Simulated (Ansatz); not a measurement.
CH7AlB2Si. The species carries charge 0 and has multiplicity 1. The bonds changed during the relaxation, so this is another structure than the one it started from.

Cartesian coordinates in Å:
```
Si 0.581 -1.423 -1.869
B -0.135 -0.410 -0.322
B 0.353 -0.100 1.139
C 0.207 0.863 2.228
Al -0.806 1.415 0.408
H 0.047 -2.815 -1.931
H 0.244 -0.782 -3.174
H 2.066 -1.526 -1.797
H -1.380 -0.189 -0.403
H 0.842 1.749 2.311
H -0.234 0.589 3.184
H -1.786 2.629 0.226
```

Question: List the harmonic frequencies (cm⁻¹, unscaled) at PBE0-D4/def2-TZVP in Ansatz. (Best estimate.)

Answer: Computed: 81, 114, 131, 294, 326, 376, 414, 427, 498, 542, 582, 673, 696, 798, 828, 873, 907, 943, 951, 977, 1095, 1359, 1462, 1981, 2166, 2193, 2196, 2203, 3087, 3163.

Question: Is this a minimum?

Answer: Yes, all 30 modes are real.

Question: Give the ideal-gas thermochemistry at 298.15 K and 1 bar (rigid rotor, harmonic oscillator; point group C1, symmetry number 1).

Answer: Zero-point energy 193.4 kJ/mol; H(298) − E = 216.8 kJ/mol; entropy 360.3 J/(mol·K), of which translation 165.7, rotation 114.9, vibration 79.7; G(298) − E = 109.4 kJ/mol. Modes under 100 cm⁻¹ are hindered rotations or soft bends, so the harmonic entropy is rough.

Question: And at 400, 500, 600, 800 and 1000 K?

Answer: 
```json
{"T (K)": "400", "H − E (kJ/mol)": "231.4", "S (J/mol/K)": "402.0", "G − E (kJ/mol)": "70.6"}
{"T (K)": "500", "H − E (kJ/mol)": "247.9", "S (J/mol/K)": "438.9", "G − E (kJ/mol)": "28.5"}
{"T (K)": "600", "H − E (kJ/mol)": "266.2", "S (J/mol/K)": "472.2", "G − E (kJ/mol)": "-17.1"}
{"T (K)": "800", "H − E (kJ/mol)": "306.9", "S (J/mol/K)": "530.6", "G − E (kJ/mol)": "-117.6"}
{"T (K)": "1000", "H − E (kJ/mol)": "351.6", "S (J/mol/K)": "580.4", "G − E (kJ/mol)": "-228.8"}
```
